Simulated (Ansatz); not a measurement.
## A barrier at the coupled-cluster level

Start structure (Si2H8Cl2O2, closed shell), relaxed at PBE0-D4/def2-TZVP:

Si1  (-0.641, 1.466, -0.656)
Si2  (0.114, -0.419, -1.807)
Cl3  (-1.841, 2.558, -1.942)
Cl4  (-1.891, 0.932, 0.922)
H5  (0.334, 2.444, -0.141)
H6  (1.031, -0.496, 1.369)
O7  (1.412, 0.130, 0.723)
H8  (-0.246, -2.397, 2.074)
O9  (-0.104, -1.487, 2.345)
H10  (-0.773, -0.631, -2.984)
H11  (0.037, -1.620, -0.938)
H12  (1.501, -0.197, -2.281)
H13  (1.974, 0.728, 1.219)
H14  (-0.905, -1.009, 2.097)
(Å)

The step: Si₂H₄Cl₂ ([SiH3][SiH]([Cl])[Cl]) + H₂O + H₂O → SiH₂Cl₂O ([OH][SiH]([Cl])[Cl]) + SiH₄ + H₂O; bonds formed: Si1–O7, Si2–H8, H6–O9; bonds broken: Si1–Si2, H6–O7, H8–O9. Computed with Ansatz 0.2.0 (basis: def2-TZVPP and def2-QZVPP); correlated methods freeze the cores. Extrapolation: Hartree–Fock as exp(−7.88 √X), correlation as X^−2.97. Energies below are by CCSD(T) at an estimated basis limit (MP2 extrapolated from triple and quadruple zeta, plus CCSD(T) − MP2 in triple zeta).

Problem. What are the electronic barrier and the energy of the step, from the start structure to the end structure? (To be estimated.)

Solution. The calculation gives: Barrier 198.8 kJ/mol; step energy -100.7 kJ/mol (downhill); reverse barrier, their difference, 299.6 kJ/mol. Barrier and step energy count from the start structure, the reverse barrier from the end structure.

The saddle point: One imaginary mode of 1003i cm⁻¹.
| pair | start (Å) | saddle (Å) | end (Å) |
| --- | --- | --- | --- |
| Si1–O7 | 2.81 | 1.75 | 1.61 |
| Si2–H8 | 4.37 | 1.87 | 1.48 |
| H6–O9 | 1.80 | 1.01 | 0.96 |
| Si1–Si2 | 2.33 | 2.54 | 4.53 |
| H6–O7 | 0.98 | 1.65 | 3.36 |
| H8–O9 | 0.96 | 1.24 | 2.96 |

Zero-point energy (harmonic, PBE0-D4): ZPE is 227.1 kJ/mol at the start and 219.4 kJ/mol at the saddle, so the barrier goes from 198.8 to 191.1 kJ/mol.

No T1 diagnostic of these runs exceeds 0.012.

Labels in which every atom is bracketed show which atoms are joined, not bond orders.

For scale, one of the runs: CCSD(T)/def2-TZVPP, 342 basis functions, launched by `ansatz run in.yaml --threads 5 --pin off --events-out ev --progress --plain --max-ram 66560MiB --backend cuda --devices 0, --max-vram 37GiB`. Time: 20 s of wall clock on 5 CPU threads of an AMD EPYC 7R13 and a share of one NVIDIA H100; the host was shared. Peak host memory: 0.83 GiB.
